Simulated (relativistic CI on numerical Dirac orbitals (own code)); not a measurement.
**Sensitivity of the levels of Co²¹⁺ to α and to the nuclear radius**

These numbers are calculated, not measured: Dirac-Coulomb-Breit CI, orbitals from a KLI potential per configuration, derivatives by finite differences, unscaled Slater integrals, QED left out (own radial code, finite nucleus).

CI space (outside the closed core 1s2): 2s2.2p2, 2s.2p3, 2p4, 2p3.3s, 2p3.3p, 2p3.3d, 2s2.2p.3s, 2s2.2p.3p. Levels of other configurations are missing.

With x = (α/α₀)² − 1 an excitation energy changes as ω = ω₀ + qx; K = 2q/ω₀ is the relative enhancement. Terms are leading LS components, so labels can repeat. The field-shift factor is F = δν/δ⟨r²⟩ for the transition from the lowest level.

Lowest level 2s2.2p2 3P_0.

| Level | ω₀ (cm⁻¹) | q (cm⁻¹) | K | F (GHz/fm²) |
| --- | --- | --- | --- | --- |
| 2s2.2p2 3P_1 | 90434 | 117700 | 2.6 | 0.0513 |
| 2s2.2p2 3P_2 | 138994 | 136900 | 1.97 | -0.094 |
| 2s2.2p2 1D_2 | 283467 | 232100 | 1.64 | -0.747 |
| 2s2.2p2 1S_0 | 412242 | 241900 | 1.17 | -4.81 |
| 2s.2p3 5S°_2 | 526290 | 238500 | 0.906 | -109 |
| 2s.2p3 3D°_1 | 838317 | 208400 | 0.497 | -110 |
| 2s.2p3 3D°_2 | 840246 | 225800 | 0.538 | -110 |
| 2s.2p3 3D°_3 | 873303 | 275800 | 0.632 | -110 |
| 2s.2p3 3P°_0 | 992002 | 282300 | 0.569 | -110 |
| 2s.2p3 3P°_1 | 1003191 | 300200 | 0.598 | -111 |
| 2s.2p3 3P°_2 | 1025022 | 329800 | 0.644 | -111 |
| 2s.2p3 3S°_1 | 1181047 | 252400 | 0.427 | -115 |
| 2s.2p3 1D°_2 | 1224848 | 324400 | 0.53 | -114 |

At this charge energies of transitions that change n are usually good to better than 1 %, and those within a shell (Δn = 0) to a few per cent.
